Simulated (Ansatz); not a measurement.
Cd6Se4Br4⁺, a halide-capped nanocrystal cut from zinc blende CdSe (4 Br on the cations). Charge 1, multiplicity 2. Geometry PBE-D4/def2-SVP, that of the neutral singlet; atoms count from 1.

```xyz
14

Cd   -2.326   -1.283    0.237
Cd   -1.430    2.314    0.941
Cd    0.564   -0.573    2.269
Cd    0.466   -2.855   -1.499
Cd    1.950    1.173   -0.922
Cd   -1.225    0.304   -2.223
Se   -2.058    0.072    2.292
Se   -2.173   -2.042   -2.171
Se   -0.347    2.504   -1.505
Se    1.796   -1.280    0.046
Br   -1.828    4.453    2.135
Br    1.808   -0.186    4.373
Br    0.756   -5.024   -2.647
Br    4.048    2.426   -1.326
```

In the def2 sets Cd takes a core potential; there is no spin–orbit coupling. Single mean-field runs in def2-TZVP are fitted with def2-universal-jkfit.

(1) Estimate the Mulliken populations from the PBE0/def2-TZVP orbitals of Ansatz.

(2) Where does the spin sit?

(3) And the Mayer bond orders between heavy atoms (over 0.3)?

Results:

(1) 
```json
{"atom": "Cd1", "charge (e)": "0.63", "spin (α − β)": "0.00", "d electrons": "9.99"}
{"atom": "Cd2", "charge (e)": "0.65", "spin (α − β)": "-0.02", "d electrons": "10.02"}
{"atom": "Cd3", "charge (e)": "0.66", "spin (α − β)": "-0.02", "d electrons": "10.02"}
{"atom": "Cd4", "charge (e)": "0.65", "spin (α − β)": "-0.01", "d electrons": "10.02"}
{"atom": "Cd5", "charge (e)": "0.67", "spin (α − β)": "-0.02", "d electrons": "10.02"}
{"atom": "Cd6", "charge (e)": "0.61", "spin (α − β)": "0.00", "d electrons": "9.99"}
{"atom": "Se7", "charge (e)": "-0.47", "spin (α − β)": "0.04", "d electrons": "–"}
{"atom": "Se8", "charge (e)": "-0.42", "spin (α − β)": "0.01", "d electrons": "–"}
{"atom": "Se9", "charge (e)": "-0.47", "spin (α − β)": "0.06", "d electrons": "–"}
{"atom": "Se10", "charge (e)": "-0.54", "spin (α − β)": "0.08", "d electrons": "–"}
{"atom": "Br11", "charge (e)": "-0.24", "spin (α − β)": "0.25", "d electrons": "–"}
{"atom": "Br12", "charge (e)": "-0.23", "spin (α − β)": "0.27", "d electrons": "–"}
{"atom": "Br13", "charge (e)": "-0.31", "spin (α − β)": "0.09", "d electrons": "–"}
{"atom": "Br14", "charge (e)": "-0.21", "spin (α − β)": "0.27", "d electrons": "–"}
```
Mulliken values depend strongly on the basis.

(2) Summed by element: Cd -0.07, Se 0.20, Br 0.88, of 1 unpaired in all. Largest on single atoms: Br14 0.27, Br12 0.27, Br11 0.25.

(3) Cd1–Se7 0.88 (2.48 Å); Cd1–Se8 0.81 (2.53 Å); Cd2–Se7 0.58 (2.69 Å); Cd2–Se9 0.59 (2.68 Å); Cd2–Br11 0.82 (2.48 Å); Cd3–Se7 0.56 (2.70 Å); Cd3–Se10 0.63 (2.64 Å); Cd3–Br12 0.81 (2.47 Å); Cd4–Se8 0.40 (2.84 Å); Cd4–Se10 0.66 (2.58 Å); Cd4–Br13 0.92 (2.47 Å); Cd5–Se9 0.54 (2.72 Å); Cd5–Se10 0.61 (2.64 Å); Cd5–Br14 0.83 (2.48 Å); Cd6–Se8 0.81 (2.53 Å); Cd6–Se9 0.87 (2.48 Å).
